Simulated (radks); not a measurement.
The numbers below are computed, except where a source is named.
Ionisation of the indium ion In+, [Kr] 4d10 5s2, to In2+, [Kr] 4d10 5s1, under several functionals. Dirac Kohn-Sham, spin-unpolarised, spherical densities, finite nucleus; a radial shooting solver on a logarithmic mesh with Libxc functionals.

functional                                        E(In+) (hartree)  Exc (hartree)  IE (eV)  -e(HOMO) (eV)  <r> HOMO (bohr)  IE error (eV)
LDA (Slater exchange, Perdew-Zunger correlation)       -5877.67386     -154.47269   19.660         15.305            2.465         +0.790
Wu-Cohen GGA                                           -5882.14193     -159.00488   19.297         15.008            2.465         +0.427
LDA (Slater exchange, VWN5 correlation)                -5877.69543     -154.49481   19.657         15.301            2.465         +0.786
SOGGA                                                  -5879.83492     -156.66786   19.130         14.843            2.474         +0.260
revPBE                                                 -5883.10894     -159.98833   19.085         14.802            2.485         +0.214

NIST Atomic Spectra Database: 18.870 eV (measured). Closest: revPBE. The Delta-SCF values span 0.58 eV, the total energies 5.44 hartree. The highest occupied level is 5s1/2. Spin polarisation and multiplet splitting are left out, so open shells lie too high by an amount that depends on their filling.

Beside tabulated values, note that spin-unpolarised runs miss the spin-polarisation part of the exchange energy of open shells.
